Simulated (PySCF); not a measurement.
Ge(Me)(SH)3 (CH6GeS3), SMILES [SH][Ge]([SH])([SH])[CH3]. Atoms are numbered in the order given.

```xyz
11

C     -2.0706    -0.7146     0.0078
Ge    -0.2257    -0.0752    -0.0076
S      1.0264    -1.7664    -0.8042
S     -0.1780     1.7946    -1.2460
S      0.5702     0.5284     2.0089
H     -2.7189     0.0631     0.4351
H     -2.3929    -0.9404    -1.0194
H     -2.1389    -1.6247     0.6205
H      2.1961    -1.1039    -0.6534
H      1.0762     2.1291    -0.8648
H      0.9275    -0.7347     2.3401
```
Charge 0, spin multiplicity 1.

Geometry optimised at B3LYP-D3(BJ)/def2-SVP. The values are those of a single conformer.

Computed with B3LYP/pcSseg-1 in PySCF.

GIAO shieldings, no solvent; atoms listed in one row are averaged. δ = σ(ref) − σ: ¹³C against TMS (σ = 181.3 ppm); ⁷³Ge against GeH4 (σ = 1631.8 ppm); ³³S against H2S (σ = 695.8 ppm); ¹H against TMS (σ = 31.68 ppm), references at their B3LYP-D3(BJ)/def2-TZVP geometries, non-relativistic.

### Question
Estimate the chemical shifts. (An estimate is asked for; the answer gives what the named calculation found.)

### Answer

| nucleus | atoms | count | δ (ppm) |
|---|---|---|---|
| ¹³C | C1 | 1 | 14.8 |
| ⁷³Ge | Ge2 | 1 | 515.9 |
| ³³S | S3 | 1 | 155.1 |
| ³³S | S5 | 1 | 130.4 |
| ³³S | S4 | 1 | 114.1 |
| ¹H | H11 | 1 | 1.41 |
| ¹H | H9 | 1 | 1.34 |
| ¹H | H6, H7, H8 | 3 | 1.28 |
| ¹H | H10 | 1 | 1.26 |
